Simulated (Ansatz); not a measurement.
`C[Se]C=N`, relaxed with RKS PBE0-D4/def2-TZVP in Ansatz from a PBE-D4/def2-SVP geometry. The force threshold is 0.005 eV/Å; the program also tests the step.

Charge 0, multiplicity 1.

Start:

```xyz
9

C    -0.910    1.018   -0.938
Se   -0.654   -0.919   -0.745
C     0.646   -0.842    0.659
N     1.148   -1.910    1.141
H    -1.697    1.155   -1.705
H     0.020    1.508   -1.284
H    -1.256    1.464    0.014
H     0.878    0.208    0.968
H     1.825   -1.682    1.888
```

Q: By how much does the energy fall, and how many steps does the optimiser take? (Best estimate.)

A: The calculation gave: 4.60 kJ/mol, in 5 steps.

Q: Which bonds change most? (An estimate is asked.)

A: The calculation gave: C3–H8 from 1.118 to 1.098 Å; Se2–C3 from 1.916 to 1.895 Å; C1–Se2 from 1.963 to 1.943 Å; C1–H7 from 1.107 to 1.088 Å.

Q: Give the relaxed structure. (An estimate is asked.)

A: Ansatz gave: 
```xyz
9

C    -0.906    1.011   -0.927
Se   -0.660   -0.906   -0.728
C     0.640   -0.830    0.650
N     1.134   -1.881    1.135
H    -1.662    1.144   -1.699
H     0.019    1.485   -1.248
H    -1.265    1.449    0.003
H     0.888    0.196    0.951
H     1.813   -1.669    1.863
```
